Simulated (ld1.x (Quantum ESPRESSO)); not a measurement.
# Al (Z = 13), RRKJ: configuration errors across variants

```
Element                 : aluminium
Generator               : ld1.x (Quantum ESPRESSO) 7.5
Type                    : norm-conserving RRKJ (Kleinman–Bylander form)
Functional              : LDA (PZ)
Relativity              : scalar-relativistic
Frozen core             : [Ne]
Valence charge          : 3
Reference configuration : 3s2 3p1
Partial waves           : 3s (bound): rc 1.75 bohr; 3p (bound): rc 2.35 bohr
Local potential         : all-electron potential smoothed inside 1.45 bohr (lloc = -1)
Core correction         : none
```

All-electron excitation energies from the reference (eV): (1) 3s2 3p0 5.847; (2) 3s1 3p0 25.224; (3) 3s2 3p0.5 2.125; (4) 3s1 3p1 11.666; (5) 3s0 3p3 10.505; (6) 3s2 3p1.3 -0.598; (7) 3s1 3p2 5.155; (8) 3s2 3p1 spin -0.136; (9) 3s1 3p0 spin 24.797.

Spin tests fill each open shell by Hund’s rule, majority spin first.

4 further variants failed, have other tests or too few solved ones, and are left out.

Errors AE − PS in meV (a dash: test not solved or not reliable):

| change | (1) | (2) | (3) | (4) | (5) | (6) | (7) | (8) | (9) | bound ghosts |
| --- | --- | --- | --- | --- | --- | --- | --- | --- | --- | --- |
| base | +4.9 | +98 | +0.7 | +22 | +32 | +0.1 | +7.0 | +6.9 | +235 | none |
| local potential all-electron potential smoothed inside 1.94 bohr (lloc = -1) | +4.4 | +95 | +0.6 | +21 | +31 | +0.1 | +6.9 | +6.9 | +231 | none |
| core correction a·sin(br)/r model core inside 1.16 bohr | +3.4 | +26 | +0.5 | +3.2 | -13 | +0.1 | -2.7 | +1.5 | +24 | none |
| local potential the p channel | +2.4 | +85 | +0.3 | +21 | +36 | +0.1 | +7.9 | +6.6 | +220 | none |

(1) Give the same row for: wave 3p (bound): rc 2.35 bohr becomes 3p (bound): rc 2.58 bohr.

## Answers

(1) +5.3, +100, +0.7, +22, +31, +0.1, +6.8, +6.9, +236; bound ghosts: none.
